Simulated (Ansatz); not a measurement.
Mulliken charges of `[F][Ge]([F])([F])[Cl]` from r2SCAN/def2-TZVPP in Ansatz (PBE0-D4/def2-TZVP geometry).

| atom | x (Å) | y (Å) | z (Å) | charge (e) |
| --- | --- | --- | --- | --- |
| F1 | -1.011 | -0.526 | 1.273 | -0.316 |
| Ge2 | 0.010 | -0.063 | -0.002 | 1.152 |
| F3 | 1.570 | -0.633 | 0.353 | -0.316 |
| F4 | -0.523 | -0.859 | -1.405 | -0.316 |
| Cl5 | 0.004 | 2.007 | -0.260 | -0.206 |

Task: By hand: the dipole of these point charges (1 e Å = 4.8032 D).

Result: Σ q r = (-0.001, 0.152, -0.019) e Å, of length 0.153 e Å = 0.73 D.

Task: How does the dipole of the full density compare? (An estimate is asked.)

Result: Computed: (-0.001, 0.240, -0.030) e Å, 1.16 D; the point charges give 0.63 times that, at 0° from its direction.

Point charges leave out the atoms' own dipoles, such as those of lone pairs, and Mulliken's split depends on the basis, so the two needn't agree.
